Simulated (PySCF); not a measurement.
Species: `FC(S(=O)(=O)C1CCC1)(F)F`. The columns A, B, C and D hold Mulliken, IAO, Hirshfeld and ESP-fitted charges (e) of one PBE0/pcSseg-1 density (PySCF), in a shuffled order. Coordinates in Å (GFN2-xTB); the density's dipole moment is (-2.48, 3.40, -0.01) D.

```tsv
atom	x	y	z	A	B	C	D
O1	1.214	-1.638	-1.542	-0.450	-0.502	-0.866	-0.302
S2	0.930	-0.977	-0.309	+0.714	+0.959	+1.940	+0.491
O3	0.556	-1.760	0.823	-0.399	-0.504	-0.871	-0.286
C4	-0.219	0.401	-0.574	+0.071	-0.467	-0.315	-0.035
C5	-1.594	-0.192	-0.883	-0.360	-0.148	-0.266	-0.063
C6	-2.019	0.105	0.565	+0.141	-0.212	-0.265	-0.068
C7	-0.741	0.939	0.754	-0.243	-0.153	-0.272	-0.074
C8	2.551	-0.085	0.174	+0.316	+0.709	+0.604	+0.240
F9	2.772	0.915	-0.687	-0.139	-0.256	-0.271	-0.081
F10	2.457	0.451	1.392	-0.125	-0.246	-0.264	-0.076
F11	3.588	-0.905	0.147	-0.084	-0.227	-0.243	-0.067
H12	0.252	1.062	-1.295	+0.071	+0.175	+0.170	+0.049
H13	-2.144	0.376	-1.629	+0.143	+0.143	+0.157	+0.055
H14	-1.574	-1.240	-1.174	+0.142	+0.156	+0.153	+0.045
H15	-2.029	-0.784	1.189	+0.018	+0.147	+0.158	+0.044
H16	-2.957	0.642	0.681	+0.010	+0.133	+0.142	+0.044
H17	-0.913	2.013	0.735	+0.109	+0.138	+0.153	+0.051
H18	-0.139	0.684	1.622	+0.065	+0.157	+0.155	+0.033
```

**Question.** Which column most likely holds the ESP-fitted charges?

**Answer.** A. Σ q r misses the density's dipole by 0.07 D (A), 1.30 D (C), 1.48 D (B), 1.57 D (D). Charges fitted to the outside potential are the only set here that is tied to the molecule's multipoles.

**Question.** And the Hirshfeld charges?

**Answer.** D. The mean sizes are 0.117 e (D), 0.200 e (A), 0.302 e (B), 0.404 e (C), and Hirshfeld charges are commonly the smallest of these schemes.

As computed, A = ESP-fitted, B = Mulliken, C = IAO, D = Hirshfeld. Hydrogens on carbon: ESP-fitted +0.01 to +0.14, Mulliken +0.13 to +0.17, IAO +0.14 to +0.17, Hirshfeld +0.03 to +0.06 e.

The Hirshfeld scheme weights the molecular density at each point by an atom's share of the summed free-atom densities. The ESP scheme fits charges at the nuclei, held to the total charge, to the electrostatic potential on points at 1.4 to 2.0 times the van der Waals radii.

Geometry: GFN2-xTB, one conformer, isolated molecule.

The values belong to the conformer `[O:1]=[S:2](=[O:3])([CH:4]1[CH2:5][CH2:6][CH2:7]1)[C:8]([F:9])([F:10])[F:11]`: O1–S2–C4–C5 72°, O1–S2–C8–F9 69°.
